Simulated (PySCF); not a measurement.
3,4-dimethylphosphinine, C7H9P.
InChI=1S/C7H9P/c1-6-3-4-8-5-7(6)2/h3-5H,1-2H3

The closed-shell ground state was solved at several levels (PySCF, density fitting, gas phase, non-relativistic). Geometry: PBE0-D3(BJ)/def2-SVP; no solvent, vibrations or thermal averaging.

| level | basis functions | total energy (Eh) | HOMO (eV) | LUMO (eV) | gap (eV) | dipole (D) |
| --- | --- | --- | --- | --- | --- | --- |
| BLYP/pcSseg-1 | 188 | -613.3343 | -5.66 | -1.86 | 3.80 | 2.37 |
| OPBE/pcSseg-1 | 188 | -613.3140 | -5.88 | -2.01 | 3.87 | 2.61 |
| KT2/pcSseg-1 | 188 | -621.1989 | -5.90 | -2.04 | 3.86 | 2.48 |
| HF/pcSseg-1 | 188 | -610.9709 | -8.40 | 1.99 | 10.39 | 2.58 |
| B97-2/pcSseg-1 | 188 | -613.3840 | -6.55 | -1.32 | 5.23 | 2.52 |

Task: What might LDA/pcSseg-1 (188 basis functions) give for the same quantities?

Result: Total energy -609.6948 Eh, HOMO -6.03 eV, LUMO -2.22 eV, gap 3.81 eV, dipole 2.55 D.

Task: In the pcSseg-1 basis, how does the gap go with the fixed share of exact exchange?

Result: BLYP (0 %) 3.80 eV; LDA (0 %) 3.81 eV; KT2 (0 %) 3.86 eV; OPBE (0 %) 3.87 eV; B97-2 (21 %) 5.23 eV; HF (100 %) 10.39 eV. Each rise in the share widens the gap here.

Task: How far do the dipole and the HOMO energy spread over the levels?

Result: The dipole runs from 2.37 to 2.61 D (mean 2.52 D) and the HOMO from -8.40 to -5.66 eV.
